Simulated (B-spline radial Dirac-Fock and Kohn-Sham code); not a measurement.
The computed values come from a B-spline atomic structure program: the Dirac equation of a negative muon with reduced mass in the field of a spherical finite nucleus, with the Uehling potential to all orders; nuclear polarisation, deformation, hyperfine structure, self-energy, higher-order vacuum polarisation, relativistic recoil and electron screening are left out. The nuclear charge is a Fermi distribution (skin thickness 2.3 fm).

Question: A muonic atom of atomic mass 164.94 u emits these computed lines: 2p3/2 → 1s1/2 5110 keV, 3d5/2 → 2p3/2 1876 keV, 4f7/2 → 3d5/2 681.1 keV, 5g9/2 → 4f7/2 313.4 keV. Which element is it, and what rms charge radius was used?

Answer: Ytterbium (Z = 70, nuclide ¹⁶⁵Yb); the high transitions hardly feel the nucleus and fix Z. The 2p → 1s line lies 6203 keV below the value for a point nucleus without QED, which for this nuclear model gives a radius near 5.24 fm (5.2399 fm was used).
